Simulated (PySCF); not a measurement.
GaH4O2P, SMILES [PH2][Ga]([OH])[OH]. Heavy atoms are numbered as in [Ga:1]([OH:2])([OH:4])[PH2:6]. Hydrogens are named by the atom that carries them.

The structure is a stationary point at ωB97X-D3(BJ)/def2-SVP. The structure was generated by enumeration; whether it is a known compound was not checked. One conformer was computed; it need not be the lowest.

All values below come from PySCF with PBE0/pcSseg-1.

GIAO shieldings, no solvent; atoms alike by connectivity are averaged. δ = σ(ref) − σ: ¹⁷O against H2O (σ = 334.2 ppm); ¹H against TMS (σ = 31.56 ppm); ³¹P against PH3 (σ = 586.6 ppm), references at their B3LYP-D3(BJ)/def2-TZVP geometries, non-relativistic.

Computed chemical shifts:
```tsv
nucleus	atoms	count	δ (ppm)
¹⁷O	O2 (OH)	2	75.1
¹H	H on O2	2	2.13
¹H	H on P6	2	1.57
³¹P	P6 (PH2)	1	-57.9
```
